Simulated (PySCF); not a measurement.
P⁴⁺ (phosphorus, charge +4) across methods

[Ne] 3s1, 2S determinant. Computed with PySCF 2.14 in an uncontracted even-tempered set (20 s from 0.09 bohr⁻², ratio 2.5; 12 p from 0.12 bohr⁻², ratio 2.5; 5 d from 0.68 bohr⁻², ratio 2.7; 5 f from 1 bohr⁻², ratio 2.7), with the spin-free X2C one-electron Hamiltonian (Gaussian nucleus). The B2PLYP total includes its PT2 part (frozen core); its orbital energies are those of the SCF part.

| method | E (hartree) | mean ε 2p α (eV) | mean ε 2p β (eV) | mean ε 3s α (eV) | Σ⟨r²⟩ (bohr²) | ⟨S²⟩ |
| --- | --- | --- | --- | --- | --- | --- |
| B2PLYP | -337.9732 | -193.17 | -192.76 | -62.404 | 5.300 | 0.750 |
| PBE0 | -337.8605 | -186.87 | -186.45 | -60.931 | 5.301 | 0.750 |
| r2SCAN | -337.9679 | -183.18 | -182.82 | -59.817 | 5.305 | 0.750 |
| LDA | -336.6978 | -180.91 | -180.53 | -59.641 | 5.296 | 0.750 |
| UHF | -337.55106 | -203.47 | -202.96 | -64.607 | 5.333 | 0.750 |
| TPSS | -338.0083 | -181.45 | -181.07 | -59.496 | 5.301 | 0.750 |

Problem. Estimate the same row for PBE.

Solution. E (hartree) = -337.8299; mean ε 2p α (eV) = -180.89; mean ε 2p β (eV) = -180.49; mean ε 3s α (eV) = -59.535; Σ⟨r²⟩ (bohr²) = 5.299; ⟨S²⟩ = 0.750.
